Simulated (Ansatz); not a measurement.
```yaml
crystal:
  periodic: [false, false, false]
  atoms:
    - {symbol: S, position_ang: [0.084636, -0.664539, 0.359482]}
    - {symbol: C, position_ang: [0.034636, -0.714539, 0.309482]}
    - {symbol: B, position_ang: [0.594041, 0.247866, -0.719851]}
    - {symbol: N, position_ang: [-0.433222, 0.566633, 0.148666]}
    - {symbol: H, position_ang: [1.257403, 0.682516, -1.594391]}
    - {symbol: H, position_ang: [-1.144767, 1.147315, 0.574051]}
basis:
  gaussian: {orbitals: x2c-TZVPPall, point_charges: [{charge: 0.50, position_ang: [5.545, 0.399, 0.280]}]}
hamiltonian: {xc: {name: PBE0}, dispersion: d3bjatm}
accuracy: high
scf: {lower_state_search: off}
output: {forces: true}
```

```sh
$ ansatz run in.yaml --threads 2 --pin off --events-out ev --progress --plain --max-ram 4352MiB
```

Shortened log:

```
Functional definition: PBE0
2366 factors; integrals over basis functions are off by at most 3.2e-9 eV
mean field evaluation 1: about -4503.9994 eV, gradient 6.0e2 eV
mean field evaluation 2: about -3499.0013 eV, gradient 4.7e2 eV
mean field evaluation 4: about -3905.8317 eV, gradient 8.0e2 eV
mean field evaluation 8: about -4865.2318 eV, gradient 1.0e0 eV
mean field evaluation 16: about -4867.1637 eV, gradient 2.5e-8 eV
mean field -4867.16366330 eV, -178.8649655444 hartree, gradient 1.8e-8 eV, S^2 0.000000; 0 other end points of the search recorded, 0 dependent functions left out
reference -4867.16366545 eV, -178.8649656232 hartree; 18, 18 occupied and 145, 145 virtual orbitals, 2366 factors
Total energy: -4867.27348208 eV, -178.8690013099 hartree
Relativity: scalar
Atom 0 at     0.084636    -0.664539     0.359482 Å, force 90969.439901 90966.966274 90970.014340 eV/Å
Atom 1 at     0.034636    -0.714539     0.309482 Å, force -90965.941966 -90989.786221 -90961.708016 eV/Å
Atom 2 at     0.594041     0.247866    -0.719851 Å, force     6.652270     4.133246    -9.482759 eV/Å
Atom 3 at    -0.433222     0.566633     0.148666 Å, force   -10.326504    17.982476     0.717483 eV/Å
Atom 4 at     1.257403     0.682516    -1.594391 Å, force     0.284592     0.152248     0.246416 eV/Å
Atom 5 at    -1.144767     1.147315     0.574051 Å, force    -0.048086     0.536613     0.239217 eV/Å
Dipole moment:    -0.595330    -0.256579     0.537173 e Å
Checks for a lower state left out: stability, starts, cluster_reference, orbital_swaps, neighbouring_geometries, increment
```

Task: What is wrong with this run?

Result: One atom was put on top of another. The run converged. The result belongs to that input, not to the molecule as meant.
